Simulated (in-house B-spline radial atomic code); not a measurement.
A run on Sr (an excited or competing configuration) that did not converge. Method: scalar-relativistic (X2C) B97-1, spin-polarised, spherical fractional occupations, exact exchange averaged over the configuration, Fermi nucleus of rms radius 4.224 fm; computed with a B-spline radial code for spherical atoms.

Command:
```bash
python run_scf.py task.json out
```
Settings (nuclear radius in fm, mass in u):
```
Z                38
configuration    [Kr] 5s1 5f1
hamiltonian      x2c
method           b97_1
spin_polarised   True
nucleus          fermi
rms_radius       4.224
atomic_mass      87.90561
speed_of_light   137.035999084
exact_exchange   averaged over the configuration
```

First and last ten iterations of the last attempt (damped for 15 steps, keeping 80 % of the old Fock matrix, then DIIS):
```
 iter        energy (Eh)    residual
    1       -3178.291754    4.13e-01
    2       -3178.701513    1.16e-01
    3       -3178.844136    7.37e-02
    4       -3178.904183    4.66e-02
    5       -3178.929118    2.94e-02
    6       -3178.939328    1.86e-02
    7       -3178.943597    1.27e-02
    8       -3178.945302    9.07e-03
    9       -3178.946330    6.54e-03
   10       -3178.946750    4.76e-03
  111       -3178.947038    1.97e-04
  112       -3178.947040    1.79e-04
  113       -3178.947048    1.82e-04
  114       -3178.947047    2.12e-04
  115       -3178.947043    2.18e-04
  116       -3178.947001    3.37e-04
  117       -3178.946948    5.10e-04
  118       -3178.947014    2.45e-04
  119       -3178.947031    1.69e-04
  120       -3178.947026    1.76e-04
 not converged after 120 iterations
```

The smallest residual met was 8.9e-05; the threshold is about 4e-07. No energy from this run should be used. Run time, properties included: 5.3 s on 1 thread of Intel(R) Xeon(R) Platinum 8488C, with other jobs on the host.
